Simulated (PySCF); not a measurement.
Level of theory: PBE-D3(BJ)/def2-TZVP (PySCF). Gas-phase values, no solvent. One relaxed conformer stands for a flexible species; it need not be the lowest. Excitations are Tamm–Dancoff values on a coarser integration grid. The basis has no diffuse functions, so Rydberg states are missing or too high.

Reference species (SMILES): `SC=C1SCS1` (H–S–C–C torsion 99°) (neutral, multiplicity 1).

```
Quantity            Value
---------------  --------
S1–T1 gap (TDA)   0.19 eV
HOMO             -5.25 eV
```

Changed species: `S=C1CS[C@@H]1S` (S–C–S–H torsion 87°).

### Question
Give the shifts of the S1–T1 gap (TDA) and HOMO.

### Answer
the S1–T1 gap (TDA) rises by 0.26 eV, to 0.45 eV; the HOMO drops by 0.38 eV, to -5.63 eV.
